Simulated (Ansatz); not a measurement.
Cartesian coordinates in Å:
```
C 0.765 -1.480 1.304
C -0.438 -0.622 0.949
N -0.102 0.514 0.127
B -0.518 0.720 -1.202
N -0.130 1.843 -1.964
H 1.512 -0.899 1.852
H 0.472 -2.324 1.935
H 1.240 -1.869 0.401
H -0.936 -0.294 1.871
H -1.169 -1.219 0.399
H 0.516 1.174 0.575
H -1.238 -0.096 -1.709
H 0.467 2.579 -1.631
H -0.441 1.973 -2.908
```

Charge 0, multiplicity 1.

(1) List the PBE/def2-TZVPP orbital energies in eV (Ansatz). (Estimate.)

Results:

(1) The calculation gave: Occupied: -379.93, -379.77, -269.44, -268.49, -176.09, -21.97, -20.87, -17.97, -14.96, -12.92, -12.14, -11.74, -10.59, -10.32, -9.32, -8.75, -8.04, -7.80, -7.00, -5.14. Lowest empty: 0.31, 0.69, 0.81, 1.17, 1.85, 2.18, 2.34, 2.72.
